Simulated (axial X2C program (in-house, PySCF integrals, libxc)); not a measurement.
# Low determinants of RuTe⁻ at the PBE0 level, two-component

Calculated with an axial X2C code built on PySCF integrals. Two-component (2c) means X2C with spin–orbit coupling and atomic mean-field two-electron Coulomb and Gaunt terms. Basis: Te dyall-acv3z [12s13p9d5f1g], Ru dyall-acv3z [13s13p9d5f3g] (cores contracted in-house); Gaussian nuclei, density fitting, unrestricted open shells. Masses: Te 129.906 u, Ru 101.904 u.

Search at 2.420 Å (vertical energies from the lowest determinant):

```
ΔE (eV)    state  electrons beyond evenly filled partner blocks  electrons in ±ω = 1/2, 3/2, 5/2, 7/2
   0.00  Ω = 7/2                     ω = -1/2, ω = 3/2, ω = 5/2                             61 29 7 0
   0.21  Ω = 1/2                                        ω = 1/2                             61 28 8 0
   0.33  Ω = 9/2                      ω = 1/2, ω = 3/2, ω = 5/2                             61 29 7 0
   0.44  Ω = 5/2                                        ω = 5/2                             62 28 7 0
   0.60  Ω = 5/2                                        ω = 5/2                             60 30 7 0
   0.64  Ω = 1/2                    ω = -1/2, ω = -3/2, ω = 5/2                             61 29 7 0
   0.64  Ω = 3/2                     ω = 1/2, ω = -3/2, ω = 5/2                             61 29 7 0
```

Lowest determinant, Ω = 7/2 (⟨Sz⟩ = 1.50, ⟨Lz⟩ = 2.00 at PBE0): Re = 2.451 Å, ωe = 239.4 cm⁻¹.

The determinant in row 2 of the search, Ω = 1/2 (⟨Sz⟩ = -1.49, ⟨Lz⟩ = 1.99 at PBE0), was followed along the bond at PBE0; measured from the minimum of the lowest determinant it gives:

Te = 0.209 eV (1682 cm⁻¹), Re = 2.450 Å, ωe = 240.1 cm⁻¹.

Q: Compare the bond of the determinant in row 2 with that of the lowest one.

A: At PBE0 its Re is 0.001 Å shorter and its force constant, which goes as ωe², is 1.01 times that of the lowest determinant. T0 ≈ Te + Δωe/2 = 1682 + (0) = 1682 cm⁻¹.

The search compares states at one distance, so a state with another bond length can lie lower; it is not exhaustive and yields mostly the lowest determinant of each block pattern, so other components and higher states of one pattern are missing. These are energies of single determinants, not of spin-adapted states; PBE0 term energies can be off by some tenths of an eV, and the functional has no current term. The lowest determinant need not be the ground state where others lie within half an eV. For an anion, determinants above electron detachment are held by the basis set.
